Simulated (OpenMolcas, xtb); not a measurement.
# CH2NSn (SMILES N#[C][SnH2]): the electronic atomisation energy, rung by rung

The species is CH2NSn (5 atoms), meant as a doublet with charge 0. As SMILES, `N#[C][SnH2]`. The shape is that of a PBE0-D4/def2-TZVP optimisation.

Quantity: the electronic atomisation energy, in eV. The values are calculated. Electronic energies at fixed atoms, without zero-point motion or spin-orbit coupling.

```json
{"level": "GFN2-xTB", "kind": "semi-empirical", "program": "xtb", "value (eV)": "23.84", "less CCSD(T)/def2-SVPD": "+8.06", "CPU time (all runs)": "under 2 s"}
{"level": "GFN1-xTB", "kind": "semi-empirical", "program": "xtb", "value (eV)": "26.67", "less CCSD(T)/def2-SVPD": "+10.89", "CPU time (all runs)": "under 2 s"}
{"level": "UHF/def2-SVPD (core potential)", "kind": "Hartree–Fock", "program": "OpenMolcas", "value (eV)": "10.63", "less CCSD(T)/def2-SVPD": "-5.15", "CPU time (all runs)": "30 s"}
{"level": "USVWN5/def2-SVPD (core potential)", "kind": "LDA", "program": "OpenMolcas", "value (eV)": "19.62", "less CCSD(T)/def2-SVPD": "+3.84", "CPU time (all runs)": "54 s"}
{"level": "U-revPBE/def2-SVPD (core potential)", "kind": "GGA", "program": "OpenMolcas", "value (eV)": "16.64", "less CCSD(T)/def2-SVPD": "+0.86", "CPU time (all runs)": "70 s"}
{"level": "U-r2SCAN/def2-SVPD (core potential)", "kind": "meta-GGA", "program": "OpenMolcas", "value (eV)": "16.61", "less CCSD(T)/def2-SVPD": "+0.83", "CPU time (all runs)": "2.1 min"}
{"level": "UTPSS/def2-SVPD (core potential)", "kind": "meta-GGA", "program": "OpenMolcas", "value (eV)": "16.97", "less CCSD(T)/def2-SVPD": "+1.19", "CPU time (all runs)": "96 s"}
{"level": "UBHLYP/def2-SVPD (core potential)", "kind": "global hybrid", "program": "OpenMolcas", "value (eV)": "15.79", "less CCSD(T)/def2-SVPD": "+0.01", "CPU time (all runs)": "68 s"}
{"level": "ROCCSD(T)/def2-SVPD (core potential)", "kind": "coupled cluster or CI", "program": "OpenMolcas", "value (eV)": "15.78", "less CCSD(T)/def2-SVPD": "0.00", "CPU time (all runs)": "83 s"}
```

Differences are taken from ROCCSD(T)/def2-SVPD (core potential) for orientation; it has basis-set and higher-order errors of its own. The values span 10.63 to 26.67 eV. The xTB rows lack spin polarisation, so open shells miss the exchange term that lowers them. In the correlated wave-function rows the outer d shell of Sn is correlated, in sets not made for it. CPU times are rough (shared hosts, several kinds of processor): they show what a rung costs within a factor of a few.
